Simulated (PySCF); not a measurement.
C₆H₄ClF₃Si, SMILES F[Si](F)(F)c1ccc(Cl)cc1, GFN2-xTB optimised geometry.

```
15

F     -0.63    -3.32    -0.77
Si    -1.35    -2.15     0.01
F     -1.63    -2.76     1.45
F     -2.80    -2.02    -0.64
C     -0.40    -0.55     0.00
C     -1.05     0.69     0.00
C     -0.35     1.87     0.00
C      1.04     1.84     0.00
Cl     1.92     3.32     0.00
C      1.72     0.63     0.00
C      1.00    -0.55     0.00
H     -2.13     0.71    -0.01
H     -0.87     2.82     0.00
H      2.80     0.62     0.00
H      1.53    -1.49     0.00
```

Density from CAM-B3LYP/def2-TZVP in PySCF at that geometry.

Minimum of the electron density along straight lines between bonded atoms, close to the bond critical point (lines longer than 1.1 times the sum of covalent radii, or with two minima, are not listed):

| bond | length / Å | ρ at the minimum / e bohr⁻³ | ∇²ρ there / e bohr⁻⁵ | position (fraction from the first atom) |
|---|---|---|---|---|
| F1–Si2 | 1.587 | 0.145 | 1.02 | 0.58 |
| Si2–F3 | 1.588 | 0.145 | 1.01 | 0.42 |
| Si2–F4 | 1.587 | 0.145 | 1.02 | 0.42 |
| Si2–C5 | 1.864 | ___ | 0.14 | 0.39 |
| C5–C6 | 1.396 | 0.315 | -0.92 | 0.50 |
| C6–C7 | 1.381 | 0.326 | -0.98 | 0.50 |
| C7–C8 | 1.387 | 0.324 | -0.98 | 0.48 |
| C8–Cl9 | 1.724 | ___ | ___ | 0.42 |
| C8–C10 | 1.387 | 0.324 | -0.98 | 0.52 |
| C5–C11 | 1.397 | 0.315 | -0.92 | 0.50 |
| C10–C11 | 1.381 | 0.326 | -0.98 | 0.50 |
| C6–H12 | 1.079 | 0.291 | -1.06 | 0.65 |
| C7–H13 | 1.079 | 0.291 | -1.06 | 0.65 |
| C10–H14 | 1.079 | 0.291 | -1.06 | 0.65 |
| C11–H15 | 1.079 | 0.291 | -1.06 | 0.65 |

Problem. Some entries are withheld; supply them.

Solution. 
- Si2–C5, ρ at the minimum / e bohr⁻³: 0.132
- C8–Cl9, ρ at the minimum / e bohr⁻³: 0.211
- C8–Cl9, ∇²ρ there / e bohr⁻⁵: -0.36
